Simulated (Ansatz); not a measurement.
`Cl[SiH2][SeH]`, relaxed with RKS PBE-D4/def2-SVP in Ansatz from a rough embedded geometry. The force threshold is 0.03 eV/Å; the program also tests the step.

Total charge 0; spin multiplicity 1.

Start:

```xyz
6

Cl    0.275   -1.043    2.145
Si   -0.270   -0.303    0.324
Se    1.423    0.954   -0.480
H    -0.547   -1.383   -0.645
H    -1.499    0.516    0.435
H     0.616    1.259   -1.778
```

```
step  energy (eV)  largest force (eV/Å)  largest move (Å)
   1  -85767.0201                 1.213             0.000
   2  -85767.0988                 0.347             0.100
   3  -85767.1173                 0.128             0.054
   4  -85767.1184                 0.026             0.014
```

End:

```xyz
6

Cl    0.303   -1.028    2.131
Si   -0.296   -0.296    0.281
Se    1.440    0.985   -0.503
H    -0.582   -1.457   -0.628
H    -1.545    0.517    0.468
H     0.680    1.278   -1.749
```

Hardware: 2 threads of a server CPU on a shared host. Wall time 6 s, peak host memory 0.14 GiB.
